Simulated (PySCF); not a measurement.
## Te²⁺: ionisation energy

Te²⁺ [Kr] 4d10 5s2 5p2 (3P) → Te³⁺ [Kr] 4d10 5s2 5p1 (2P), as a difference of total energies. All numbers are calculated (PySCF 2.14, no relativity, point nucleus, in dyall-av2z (22s16p12d, 130 functions)). Correlated levels: valence: [Kr] 4d10 frozen; virtual orbitals above 40 to 60 times the deepest correlated orbital energy dropped. The calculations carry no spin-orbit coupling.

```
           method  ionisation energy (eV)  difference from reference (eV)
              UHF                  26.776                          -1.064
    MP2 (valence)                  27.018                          -0.822
SCS-MP2 (valence)                  26.959                          -0.881
   CCSD (valence)                  27.046                          -0.794
CCSD(T) (valence)                  27.054                          -0.786
```

Reference: 27.84 ± 0.04 eV (measured; NIST Atomic Spectra Database, ionization energies).

These non-relativistic numbers lack the scalar-relativistic shift.

The reference lies between the lowest fine-structure levels, while these numbers refer to the centres of the terms.
